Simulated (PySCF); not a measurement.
Assignment exercise: C9H19B

Atoms are numbered as in `[CH3:1][C:2]([CH3:3])([CH3:4])[C@@H:5]1[BH:6][CH2:7][CH2:8][CH2:9][CH2:10]1`; H(Xn) means a hydrogen on atom n. Ha(C7), Ha(C8), Ha(C9), Ha(C10) are cis to C2 on the ring; Hb(C7), Hb(C8), Hb(C9), Hb(C10) are trans to C2 on the ring.

Theory: structure optimised with PBE0-D3(BJ)/def2-SVP, shielding tensors at B97-2/pcSseg-1 (GIAO), in PySCF 2.14 (non-relativistic Hamiltonian, equivalent nuclei averaged, a single conformation, isolated molecule).

δ = σ(ref) − σ, references computed at the same level: TMS for 13C (σ = 183.69 ppm) and 1H (σ = 31.38 ppm).

Q: Assign these signals to the numbered atoms. 13C{1H} NMR (computed): δ 51.5 (CH), 33.3 (C), 30.4 (CH3), 30.1 (CH2), 29.2 (CH2), 27.5 (CH2), 25.6 (CH2).

A: 
| δ (ppm) | atoms | environment | reason |
| --- | --- | --- | --- |
| 51.5 | C5 | sp3 CH bonded to B | – |
| 33.3 | C2 | quaternary sp3 carbon | a saturated carbon with 4 carbon neighbours and no heteroatom attached |
| 30.4 | C1/C3/C4 | methyl carbon | aliphatic region, no heteroatom directly attached |
| 30.1 | C9 | sp3 CH2 in a ring | saturated and bonded to C and H only |
| 29.2 | C7 | sp3 CH2 bonded to B | – |
| 27.5 | C10 | sp3 CH2 in a ring | saturated and bonded to C and H only |
| 25.6 | C8 | sp3 CH2 in a ring | – |

C1/C3/C4 and C9; C9 and C7; C7 and C10; C10 and C8 lie closer than the usual error of such a calculation, so a measured spectrum could show them in the other order.

Q: Assign these signals to the numbered atoms. 1H NMR (300 MHz, computed): δ 7.62 (br, 1H), 2.01 (m, 1H), 1.82 (m, 1H), 1.79 (m, 1H), 1.70 (m, 1H), 1.35 (m, 1H), 1.27 (m, 1H), 1.24 (m, 1H), 1.01 (s, 9H), 0.78 (m, 1H), 0.31 (m, 1H).

A: 
```tsv
δ (ppm)	atoms	environment	reason
7.62	H(B6)	hydrogen on a boron bonded to 2 C, in a 6-membered ring	–
2.01	Ha(C7)	hydrogen on an sp3 CH2 bonded to B	–
1.82	Ha(C9)	hydrogen on an sp3 CH2 in a ring	far from electronegative atoms and π systems
1.79	Hb(C10)	hydrogen on an sp3 CH2 in a ring	–
1.70	Hb(C8)	hydrogen on an sp3 CH2 in a ring	–
1.35	Ha(C10)	hydrogen on an sp3 CH2 in a ring	–
1.27	Hb(C9)	hydrogen on an sp3 CH2 in a ring	far from electronegative atoms and π systems
1.24	Ha(C8)	hydrogen on an sp3 CH2 in a ring	–
1.01	H(C1)/H(C3)/H(C4)	hydrogen on a methyl carbon	far from electronegative atoms and π systems
0.78	Hb(C7)	hydrogen on an sp3 CH2 bonded to B	–
0.31	H(C5)	hydrogen on an sp3 CH bonded to B	–
```

Ha(C9) and Hb(C10); Hb(C10) and Hb(C8); Ha(C10) and Hb(C9); Hb(C9) and Ha(C8) lie closer than the usual error of such a calculation, so a measured spectrum could show them in the other order.

Hydrogens on boron are broadened and split by 11B (spin 3/2, 80 %) and 10B (spin 3). A carbon bonded to boron is broadened by the quadrupolar boron nucleus and is often missing from a measured spectrum. Shifts are as computed. Against solution values, carbons near 30 ppm lie about +1 ppm off and those near 130 ppm about +2 ppm. Of 1211 compounds with measured shifts, 218 miss one by over three times the rms of a fit or turn the order of signals round; such compounds aren't used in these exercises. Multiplicities follow the n + 1 count of equivalent neighbours, as no J values were calculated; m marks all less simple cases, F and P coupling included.
